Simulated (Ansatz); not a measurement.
Cartesian coordinates in Å:
```
C -1.207 0.595 0.519
C -0.417 -0.443 -0.222
F -0.895 -0.536 -1.506
F -0.635 -1.676 0.355
Si 1.484 -0.214 -0.285
F 1.785 1.238 -0.880
H -0.886 0.641 1.560
H -2.267 0.334 0.481
H -1.061 1.573 0.058
H 2.025 -0.276 1.093
H 2.074 -1.239 -1.172
```

The species carries charge 0 and has multiplicity 1.

(1) List the r2SCAN/def2-TZVPP orbital energies in eV (Ansatz 0.2.0). (An estimate is asked.)

## Answers

(1) The calculation gave: Occupied: -1792.25, -666.65, -666.61, -666.44, -277.26, -273.48, -142.63, -97.55, -97.46, -97.45, -32.98, -31.56, -31.47, -20.31, -16.78, -14.80, -14.02, -13.04, -12.90, -11.59, -11.48, -11.09, -10.84, -10.68, -10.29, -9.73, -9.69, -8.91, -7.46. Lowest empty: -0.66, 0.52, 0.78, 1.68, 1.97, 2.41, 3.17, 3.60.
